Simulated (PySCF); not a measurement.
Compound: C3H8AlO3 (charge -1).
Geometry (PBE0-D3(BJ)/def2-SVP, Å), atoms numbered from 1 in this order:
```xyz
15
C3H8AlO3 angstrom
C     -0.0410    1.1302    0.9803
O     -0.2331   -0.0721    0.2394
Al    -2.0224   -0.7580    0.0478
C      0.7204   -0.2632   -0.8411
C      2.2253   -0.3177   -0.4327
O      2.9435   -0.5096   -1.4217
O      2.5011   -0.1627    0.7700
H     -0.2823    2.0013    0.3449
H      1.0086    1.1386    1.3075
H     -0.7307    1.0941    1.8338
H     -1.8063   -2.2512   -0.5170
H     -2.5887   -0.6365    1.5577
H     -2.7145    0.2733   -0.9945
H      0.4445   -1.2218   -1.2996
H      0.5625    0.5385   -1.5836
```

The closed-shell ground state was solved at several levels (PySCF, density fitting, gas phase, non-relativistic). No diffuse functions stand in pcSseg-1, which bears on an anion's orbital energies.

```json
{"level": "CAM-B3LYP/pcSseg-1", "basis functions": "166", "HOMO (eV)": "-3.77", "LUMO (eV)": "4.65", "gap (eV)": "8.42"}
{"level": "PBE0/pcSseg-1", "basis functions": "166", "HOMO (eV)": "-2.34", "LUMO (eV)": "3.73", "gap (eV)": "6.07"}
```

(1) What might CAM-B3LYP/def2-SVPD (217 basis functions) give for the same quantities?

(2) Over all these levels, which gives the widest orbital gap and which the narrowest?

## Answers

(1) HOMO -4.20 eV, LUMO 3.65 eV, gap 7.85 eV.

(2) CAM-B3LYP/pcSseg-1 (range-separated hybrid) has the widest, 8.42 eV, and PBE0/pcSseg-1 (global hybrid, 25 % exact exchange) the narrowest, 6.07 eV. The two share the basis. From the narrowest to the widest the HOMO moves by -1.43 eV and the LUMO by +0.92 eV.

One conformer stands for the species.
